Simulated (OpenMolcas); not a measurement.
Dy2+ with 8 ligands (fluoride) in square antiprismatic coordination (D4d), a polar angle of 61.9° against the regular 57.3°. A charge of +0.75 e stands 2.6 Å behind each ligand. Ligand basis ANO-RCC-VDZP.

* Program: OpenMolcas
* Method: CASSCF
* Basis: ANO-RCC-VDZP [7s6p4d2f1g]
* Scalar Hamiltonian: DKH2, point nucleus
* Active space: 10 electrons in 7 orbitals (4f)
* State averaging: 2S+1 = 5 even, 35 roots (33 in the spin-orbit step); 2S+1 = 3 even, 106 roots kept (CI in the orbitals of an earlier block); 2S+1 = 1 even, 41 roots kept (CI in the orbitals of an earlier block, 31 in the spin-orbit step)
* Spin-orbit coupling: state interaction with AMFI integrals over the reference wave functions

All ligands move together. At R = 2.44 Å the width of the lowest J multiplet is 342 cm-1, and at R = 2.5 Å it is 318 cm-1.

A third run gives 267 cm-1. What distance was it run at?

With a power law R^-n the two known points give n = -ln(318 / 342) / ln(2.5 / 2.44) = 3.00. Then R = 2.44 × (342 / 267)^(1/3.00) = 2.650 Å. The run was at 2.65 Å, so the estimate is off by 0 Å.

High states are left out of the spin-orbit mixing, which shifts the levels that they would mix with. Without dynamic correlation the ligand-field splitting of an f shell can come out too small, at times by half. A group larger than the point group allows holds several states that coincide in this model. No measured value stands beside these numbers; the geometry was imposed, not optimised, and the real ion may take another.
